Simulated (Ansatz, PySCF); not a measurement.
C6H6N, doublet, geometry from GFN2-xTB. Base run: CASSCF(7,5)/STO-3G run with PySCF.

Here is a job for PySCF.
```python
from pyscf import gto, scf, mcscf
import numpy

mol = gto.M(
    atom='''
C    -2.35493054    0.06701242   -0.07511577
C    -0.86309137    0.02269456   -0.03864858
C    -0.09636057    0.82578944    0.80021759
C     1.28638333    0.71609274    0.78365608
C     1.90664472   -0.19297075   -0.06713894
C     1.04364310   -0.93038362   -0.84885221
N    -0.23222444   -0.83355627   -0.83918504
H    -2.76316516   -0.41543237    0.81285312
H    -2.70847092    1.09594078   -0.09488676
H    -2.71763633   -0.45966508   -0.95323877
H    -0.58367658    1.53007166    1.45818243
H     1.88711746    1.33888817    1.43287470
H     2.97767064   -0.30431803   -0.10619822
''',
    basis='sto-3g',
    spin=1,
    verbose=4,
)

mf = scf.ROHF(mol)
mf.kernel()
mc = mcscf.CASSCF(mf, 5, 7)
mc.fix_spin_(ss=0.75)
mc.kernel()
occ = numpy.linalg.eigvalsh(mc.fcisolver.make_rdm1(mc.ci, mc.ncas, mc.nelecas))[::-1]
ss = mc.fcisolver.spin_square(mc.ci, mc.ncas, mc.nelecas)[0]
print('natural occupations', occ.round(4), ' <S^2>', round(ss, 4))
```

Programs used: Ansatz (a program for electronic structure), PySCF; a row that names a program was run with it.

The base run was repeated with changes; each row names its change, and settings that it needs were set with it.

| change | ΔE vs base (kcal/mol) | natural occupations | <S^2> of the state |
|---|---|---|---|
| base | 0.000 | 2.00 1.99 1.94 1.00 0.06 | 0.75 |
| orbitals = fixed (CASCI) | 3.25 | 2.00 1.99 1.96 1.00 0.05 | 0.75 |
| correction = SC-NEVPT2 | -227.2 | 2.00 1.99 1.94 1.00 0.06 | 0.75 |
| state_average = 2 states | 1.07 | - | - |
| solver = newton | -6.46 | 1.99 1.98 1.94 1.01 0.07 | 0.75 |
| active space = 5 electrons, 7 orbitals | -25.22 | 1.92 1.91 1.00 0.09 0.08 0.01 0.00 | 0.75 |
| fix_spin_ = off | 0.000 | 2.00 1.99 1.94 1.00 0.06 | 0.75 |
| conv_tol = 1e-5 | 0.001 | 2.00 1.99 1.94 1.00 0.06 | 0.75 |
| code = ansatz; correction = SC-NEVPT2, all electrons | -227.2 | - | - |
| active space = 5 electrons, 4 orbitals | 0.72 | 1.99 1.94 1.00 0.06 | 0.75 |
| active space = 7 electrons, 7 orbitals | -52.08 | 1.94 1.87 1.86 1.00 0.14 0.13 0.06 | 0.75 |

Active orbitals are taken around the Fermi level unless the row says otherwise; CASSCF can end in different local minima, and two programs can end on different orbitals. State-averaged rows give the lowest state.

Open shells are given as the SCF converged; they aren't shown to be the lowest states, and a large step between rows can be another state.

Ansatz warned in this series: other orbitals give a lower active-space energy.
